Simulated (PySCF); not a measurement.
Compound: C2H6O2Si.
Bonds: O1–C2 (double), C2–O3, O3–C4, C4–Si5. Hydrogens: H6 on C2; H7, H8 on C4; H9, H10, H11 on Si5.

Computed by this run: PBE0-D3(BJ)/def2-SVP geometry optimisation, gas phase in PySCF; density fitting, grid level 1; the optimiser is geomeTRIC in internal coordinates, started from a GFN2-xTB structure with every atom displaced at random (about 0.01 Å).

Step 0: E = -14125.7380 eV
```
atom  x, y, z in Å  |  force x, y, z in eV/Å
O1      0.9312   -1.1749    0.9404   -0.219   0.273  -0.195
C2      1.6487   -0.2938    0.5393    0.866  -0.531   0.464
O3      1.3182    0.7366   -0.1904    1.322   0.028   0.283
C4     -0.0076    0.8863   -0.5660   -1.624  -0.413  -0.008
Si5    -1.2543   -0.5005    0.0193    0.422   1.342   0.258
H6      2.7298   -0.2799    0.7610    0.166   0.109  -0.016
H7     -0.3430    1.8552   -0.1793   -0.190   0.178   0.038
H8     -0.0241    0.9559   -1.6566   -0.130   0.014  -0.320
H9     -0.9906   -1.7685   -0.5926    0.059  -1.065  -0.435
H10    -2.5000    0.0201   -0.5692   -0.561   0.191  -0.306
H11    -1.4701   -0.4624    1.4785   -0.111  -0.125   0.236
```

Task: Estimate the geometry and energy of step 1. (The exact step hangs on the optimiser's Hessian estimate; all steps are aligned on step 0, rigid shifts and turns removed.)

Result: E = -14125.8794 eV, largest force 0.465 eV/Å
```
atom  x, y, z in Å  |  force x, y, z in eV/Å
O1      1.0123   -1.1500    0.9583    0.085  -0.189   0.139
C2      1.7487   -0.2902    0.5576   -0.358   0.226  -0.191
O3      1.3732    0.7391   -0.1806   -0.264   0.066  -0.106
C4     -0.0240    0.8646   -0.5493    0.323  -0.183   0.181
Si5    -1.3096   -0.4595    0.0019    0.155  -0.116  -0.032
H6      2.8357   -0.2400    0.7532    0.071  -0.032   0.024
H7     -0.3530    1.8442   -0.1683   -0.005   0.010  -0.011
H8     -0.0429    0.9275   -1.6488   -0.009   0.006   0.007
H9     -1.0892   -1.8189   -0.5728   -0.024   0.098  -0.060
H10    -2.5617    0.0899   -0.6338    0.060   0.016   0.021
H11    -1.5513   -0.5327    1.4669   -0.035   0.098   0.027
```

The energy changes by -0.1414 eV. The first-order estimate −F·Δx gives -0.3609 eV and the mean of the old and new forces, exact on a quadratic surface, -0.1473 eV. The step makes an angle of 66° with the force vector and moves no atom by more than 0.113 Å.

What follows is the cost of the whole optimisation. Hardware: one thread of an Arm Neoverse V2, no GPU (shared host). Cost: 30 s, 0.43 GiB resident at most.
